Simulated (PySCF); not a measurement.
C₆ coefficients of unlike pairs at LC-wPBE

Calculated with PySCF 2.14 from the dipole response of each species, C₆(A,B) = (3/π) ∫ α_A(iu) α_B(iu) du, in atomic units, from isotropic polarisabilities. For ions this is the dispersion term alone; charge-induced terms of lower order in 1/R come first.

```
species           configuration                                                                         basis      relativity  α (bohr³)  C₆ (like pair)
   Te³⁺  [Kr] 4d10 5s2 5p1 (2P)  x2c-TZVPPall with one added diffuse shell each of s, p, d, f type (9s7p5d3f)   spin-free X2C      10.66           56.11
     Zn      [Ar] 3d10 4s2 (1S)                                       aug-cc-pVDZ-PP with ECP10MDF (5s5p4d2f)  core potential      41.72           306.8
    Br⁺  [Ar] 3d10 4s2 4p4 (3P)                                                   aug-cc-pVQZ-DK (8s7p5d3f2g)   spin-free X2C      12.29           75.49
```

**Question.** Estimate C₆ for Br⁺ with Zn.

**Answer.** The integral gives 136.7. The combination rule 2 C_A C_B / (C_A α_B/α_A + C_B α_A/α_B) gives 133.6 and the geometric mean 152.2.

No spin-orbit coupling is included.

The other pairs:

```tsv
pair	C₆
Zn, Te³⁺	117.3
Br⁺, Te³⁺	64.77
```
